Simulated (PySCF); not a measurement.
AlClGeH$_{3}$ (calculated)

Computed with PySCF 2.14.0. Calculation on a computer-drawn molecule: optimised geometry and harmonic frequencies of an isolated molecule of the commonest isotopes, restricted reference for singlets and unrestricted otherwise, frozen core in MP2; on germanium a core potential holds 10 electrons, which the energies leave out, and 3d is frozen in MP2 and coupled-cluster steps.

AlClGeH$_{3}$

Start structure:
```xyz
6
AlClGeH3
Cl     0.9478    -4.7412    -2.7766
Al     0.7715    -2.9942    -1.7515
Ge     0.5488    -0.7869    -0.4561
H      1.0863    -1.1508     0.9135
H     -0.9411    -0.5151    -0.5178
H      1.4153     0.1596    -1.2629
```

```
charge                                : 1
multiplicity                          : 1
method                                : MP2
basis                                 : cc-pV(D+d)Z
basis and core potential on germanium : cc-pVDZ-PP ECP10MDF
```

Drawn bonds:
```csv
atom,other atom,order
1,2,1
2,3,1
3,4,1
3,5,1
3,6,1
```

**Q.** Give the missing rotational constants for AlClGeH$_{3}$.
**A.** 75.61, 0.9373, 0.9373 GHz

Further results for AlClGeH$_{3}$:

```
total energy                                  : -996.6323 hartree
convergence status largest gradient component : 1.405e-05 hartree/bohr
```

Optimised structure:
```xyz
6
AlClGeH3
Cl     0.9466    -4.7302    -2.7701
Al     0.7700    -2.9788    -1.7425
Ge     0.5493    -0.7910    -0.4586
H      1.0900    -1.1616     0.9156
H     -0.9480    -0.5227    -0.5234
H      1.4207     0.1557    -1.2724
```

Modes:
```csv
frequency (cm⁻¹),reduced mass (dalton)
94.09,12.14
94.33,12.16
205.5,34.86
480.3,1.081
480.5,1.081
653.5,27.37
757.6,1.037
881,1.02
881.1,1.02
2238,1.009
2262,1.026
2262,1.026
```
